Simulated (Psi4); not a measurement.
C₃H₈N (SMILES C[C](C)N), doublet, geometry from GFN2-xTB; R2SCAN/def2-SVPD (Psi4 1.11).

The Psi4 input:
```
memory 2 GB

molecule {
0 2
C    -1.19900215   -0.83639300    0.12677471
C     0.01387559    0.02593350    0.15918196
C     1.35357790   -0.54836869   -0.14265299
N    -0.15604386    1.41099659    0.03001501
H    -1.00348330   -1.78518800    0.62292084
H    -1.52305459   -1.06507776   -0.90040408
H    -2.03019307   -0.34664268    0.63260756
H     1.47859716   -1.50511862    0.36093446
H     2.14235413    0.12417312    0.19219051
H     1.50113967   -0.72383813   -1.21961119
H     0.58823510    1.88250990   -0.46690228
H    -1.07199613    1.69517515   -0.29166300
}

set {
  basis def2-svpd
  reference uks
  scf_type pk
  puream true
  d_convergence 1e-8
  dft_radial_points 99
  dft_spherical_points 590
}

energy('r2scan')
print_variables()
```

Output, abridged:

```
   => Loading Basis Set <=

    Name: DEF2-SVPD
    Role: ORBITAL
    Keyword: BASIS

         ---------------------------------------------------------
                                   SCF
               by Justin Turney, Rob Parrish, Andy Simmonett
                          and Daniel G. A. Smith
                              UKS Reference
         ---------------------------------------------------------

  ==> Geometry <==

    Molecular point group: c1
    Full point group: C1

    Geometry (in Angstrom), charge = 0, multiplicity = 2:

       Center              X                  Y                   Z               Mass
    ------------   -----------------  -----------------  -----------------  -----------------
         C           -1.197599597528    -0.865926006911     0.108491151166    12.000000000000
         C            0.015278142472    -0.003599506911     0.140898401166    12.000000000000
         C            1.354980452472    -0.577901696911    -0.160936548834    12.000000000000
         N           -0.154641307528     1.381463583089     0.011731451166    14.003074004430
         H           -1.002080747528    -1.814721006911     0.604637281166     1.007825032230
         H           -1.521652037528    -1.094610766911    -0.918687638834     1.007825032230
         H           -2.028790517528    -0.376175686911     0.614324001166     1.007825032230
         H            1.479999712472    -1.534651626911     0.342650901166     1.007825032230
         H            2.143756682472     0.094640113089     0.173906951166     1.007825032230
         H            1.502542222472    -0.753371136911    -1.237894748834     1.007825032230
         H            0.589637652472     1.852976893089    -0.485185838834     1.007825032230
         H           -1.070593577528     1.665642143089    -0.309946558834     1.007825032230

  Running in c1 symmetry.

  Rotational constants: A =      0.29423  B =      0.27168  C =      0.15065 [cm^-1]
  Rotational constants: A =   8820.86202  B =   8144.80550  C =   4516.22462 [MHz]
  Nuclear repulsion =  127.068626415697977

  Charge       = 0
  Multiplicity = 2
  Electrons    = 33
  Nalpha       = 17
  Nbeta        = 16

  ==> Algorithm <==

  SCF Algorithm Type is PK.
  DIIS enabled.
  MOM disabled.
  Fractional occupation disabled.
  Guess Type is SAD.
  Energy threshold   = 1.00e-06
  Density threshold  = 1.00e-08
  Integral threshold = 1.00e-12

  ==> Primary Basis <==

  Basis Set: DEF2-SVPD
    Blend: DEF2-SVPD
    Number of shells: 64
    Number of basis functions: 144
    Number of Cartesian functions: 152
    Spherical Harmonics?: true
    Max angular momentum: 2

  ==> DFT Potential <==

   => LibXC <=

    Version 7.1.2
    S. Lehtola, C. Steigemann, M. J. T. Oliveira, and M. A. L. Marques,  SoftwareX 7, 1–5 (2018) (10.1016/j.softx.2017.11.002)

   => Composite Functional: R2SCAN <=

    r2SCAN Meta-GGA XC Functional  (0.1021/acs.jpclett.0c02405)
    J. W. Furness, A. D. Kaplan, J. Ning, J. P. Perdew, J. Sun  J. Phys. Chem. Lett.  11, 8208–8215, 2020

    Deriv               =              1
    GGA                 =           TRUE
    Meta                =           TRUE

    Exchange Hybrid     =          FALSE
    MP2 Hybrid          =          FALSE

   => Exchange Functionals <=

    1.0000   XC_MGGA_X_R2SCAN

   => Correlation Functionals <=

    1.0000   XC_MGGA_C_R2SCAN

   => LibXC Density Thresholds  <==

    XC_MGGA_C_R2SCAN:  1.00E-15
    XC_MGGA_X_R2SCAN:  1.00E-11

   => Molecular Quadrature <=

    Radial Scheme          =       TREUTLER
    Pruning Scheme         =           NONE
    Nuclear Scheme         =       TREUTLER

    Blocking Scheme        =         OCTREE
    BS radius alpha        =              1
    Pruning alpha          =              1
    Radial Points          =             99
    Spherical Points       =            590
    Total Points           =         660745
    Total Blocks           =           4614
[...]
   -------------------------
    Total     144     144
   -------------------------

  ==> Iterations <==

                        Total Energy        Delta E     RMS |[F,P]|

   @UKS iter SAD:  -173.07180351681384   -1.73072e+02   0.00000e+00
   @UKS iter   1:  -173.12270093414202   -5.08974e-02   6.71032e-03 ADIIS/DIIS
   @UKS iter   2:  -172.44626909984436    6.76432e-01   9.73843e-03 ADIIS/DIIS
   @UKS iter   3:  -173.58369483104343   -1.13743e+00   1.64118e-03 ADIIS/DIIS
   @UKS iter   4:  -173.61047604809116   -2.67812e-02   5.23153e-04 ADIIS/DIIS
   @UKS iter   5:  -173.61344238817057   -2.96634e-03   6.22084e-05 DIIS
   @UKS iter   6:  -173.61349662081480   -5.42326e-05   2.32097e-05 DIIS
   @UKS iter   7:  -173.61350315524444   -6.53443e-06   1.35229e-05 DIIS
   @UKS iter   8:  -173.61350493686948   -1.78163e-06   8.05058e-06 DIIS
   @UKS iter   9:  -173.61350564250756   -7.05638e-07   1.69987e-06 DIIS
   @UKS iter  10:  -173.61350569048051   -4.79729e-08   5.01224e-07 DIIS
   @UKS iter  11:  -173.61350569536808   -4.88757e-09   1.35923e-07 DIIS
   @UKS iter  12:  -173.61350569561532   -2.47240e-10   5.64284e-08 DIIS
   @UKS iter  13:  -173.61350569566557   -5.02496e-11   1.10660e-08 DIIS
   @UKS iter  14:  -173.61350569566770   -2.13163e-12   2.89940e-09 DIIS
  Energy and wave function converged.

  ==> Post-Iterations <==

   Electrons on quadrature grid:
      Nalpha   =   16.9999996705 ; deviation = -3.295e-07
      Nbeta    =   15.9999999011 ; deviation = -9.890e-08
      Ntotal   =   32.9999995716 ; deviation = -4.284e-07

   @Spin Contamination Metric:   6.351028505E-03
   @S^2 Expected:                7.500000000E-01
   @S^2 Observed:                7.563510285E-01
   @S   Expected:                5.000000000E-01
   @S   Observed:                5.000000000E-01

    Orbital Energies [Eh]
    ---------------------

    Alpha Occupied:

[...]
    Alpha Virtual:

[...]
     144A      3.656693

    Beta Occupied:

[...]
      16A     -0.251518

    Beta Virtual:

[...]
    Final Occupation by Irrep:
              A
    DOCC [    16 ]
    SOCC [     1 ]
    NA   [    17 ]
    NB   [    16 ]

  @UKS Final Energy:  -173.61350569566770

   => Energetics <=

    Nuclear Repulsion Energy =            127.0686264156979774
    One-Electron Energy =                -484.2995763429447607
    Two-Electron Energy =                 209.6509764300103598
    DFT Exchange-Correlation Energy =     -26.0335321984312635
    Empirical Dispersion Energy =           0.0000000000000000
    VV10 Nonlocal Energy =                  0.0000000000000000
    Total Energy =                       -173.6135056956676976

  UHF NO Occupations:
  HONO-2 :   15  A 1.9990554
  HONO-1 :   16  A 1.9984652
  HONO-0 :   17  A 1.0000000
  LUNO+0 :   18  A 0.0015348
  LUNO+1 :   19  A 0.0009446
  LUNO+2 :   20  A 0.0002138
  LUNO+3 :   21  A 0.0001816

Computation Completed

Properties will be evaluated at   0.000000,   0.000000,   0.000000 [a0]

Properties computed using the SCF density matrix

 Multipole Moments:

 ------------------------------------------------------------------------------------
     Multipole            Electronic (a.u.)      Nuclear  (a.u.)        Total (a.u.)
 ------------------------------------------------------------------------------------

 L = 1.  Multiply by 2.5417464519 to convert [e a0] to [Debye]
 Dipole X            :         -0.1457172            0.0874645           -0.0582526
 Dipole Y            :          1.9524217           -1.8417068            0.1107149
 Dipole Z            :          0.7066467           -1.1401804           -0.4335337
 Magnitude           :                                                    0.4512234

 ------------------------------------------------------------------------------------

  Variable Map:
  ----------------------------------------------------------------------------
[...]
  Array Variable Map:
  ----------------------------------------------------------------------------
[...]
[...]
```
